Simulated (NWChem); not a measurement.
Molecule: MgNH$_{3}$Se; SMILES [NH2][Mg][SeH]

```xyz
6

Mg     0.0165     1.1967    -0.0023
N      0.0134     3.0827     0.0019
H     -0.0012     3.6855     0.8196
H      0.0228     3.6895    -0.8129
Se     0.0332    -1.2371     0.0006
H     -1.4409    -1.2506    -0.0130
```
Atoms are numbered in this order, from 1.

All runs: NWChem. Pople sets run with spherical d functions. Coordinates come from a PBE0/def2-SVP optimisation. LC-ωPBE (HJS hole) with 6-31G*; x = 1 − exp(−ω/0.25 bohr⁻¹) is a scale chosen for this fit.

| row | x | −ε(HOMO) (eV) |
|---|---|---|
| ω = 0.20 | 0.551 | 7.55 |
| ω = 0.25 | 0.632 | 8.04 |
| ω = 0.30 | 0.699 | 8.47 |
| ω = 0.60 | 0.909 | 9.71 |
| ω = 0.80 | 0.959 | withheld |

### Question
Fit a straight line of the last column on the one before it, predict the withheld value, and compare with the run.

### Answer

1. Means of the 4 shown rows: x = 0.6978, y = 8.443. Slope Σ(x − x̄)(y − ȳ)/Σ(x − x̄)² = 0.4252/0.07049 = 6.033; intercept 4.233.
2. The shown rows scatter about the line by 0.012 (root mean square); the largest residual is +0.02, at ω = 0.30.
3. At x = 0.959 (ω = 0.80; beyond the shown range) the line gives 10.02.
4. The run gives 9.91, -0.11 from the line.
